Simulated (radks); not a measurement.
The numbers below are computed, except where a source is named.
Q: The mean radii <r> (bohr) of the occupied orbitals of an atom or ion are listed with their occupations. Code: a radial shooting solver on a logarithmic mesh with Libxc functionals. Model: Dirac Kohn-Sham, PBE, spin-unpolarised, spherical densities, point nucleus.

orbital     occ.      <r>
1s1/2          2  0.02037
2s1/2          2  0.08589
2p1/2          2  0.07147
2p3/2          4  0.07875
3s1/2          2   0.2248
3p1/2          2   0.2146
3p3/2          4   0.2282
3d3/2          4   0.2012
3d5/2          6   0.2054
4s1/2          2   0.5040
4p1/2          2   0.5117
4p3/2          4   0.5412
4d3/2          4   0.5619
4d5/2          6   0.5716
5s1/2          2    1.074
4f5/2    3.42857   0.6296
4f7/2    4.57143   0.6347

Name the element and its charge. Open shells, if any, are shared by 2j + 1.

A: Z = 68, erbium, charge +12: Er12+ in [Kr] 4d10 4f8 5s2. The 1s radius gives Z: for a bare nucleus <r> = (2 gamma + 1)/(2Z) with gamma = sqrt(1 - (Z/c)^2), 0.02012 bohr for Z = 68, and screening makes it slightly larger (0.02037 here). The occupations add up to 56, and the charge is Z minus that.
